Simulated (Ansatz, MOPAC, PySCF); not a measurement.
Ligands exchanged one at a time, B I-H. Gas-phase values, no solvent. Strings in code marks are SMILES.

Quantity: vertical ionisation energy (energy after one electron is removed minus that of the parent at the parent's geometry), in eV.

Level 1: frozen-core MP2/def2-TZVPP // CAM-B3LYP-D3(BJ)/def2-TZVP (Ansatz, a first-principles code)
Level 2: minus the HOMO energy of CAM-B3LYP-D3(BJ)/def2-TZVP (PySCF)
Level 3: minus the HOMO energy of PM6 // CAM-B3LYP-D3(BJ)/def2-TZVP (MOPAC)
Level 4: minus the HOMO energy of TPSSh-D3(BJ)/def2-TZVP // CAM-B3LYP-D3(BJ)/def2-TZVP (PySCF)

```tsv
species	level 1	level 2	level 3	level 4
`BI`	10.07	8.82	9.66	6.99
`B`	13.26	11.46	11.72	9.29
```
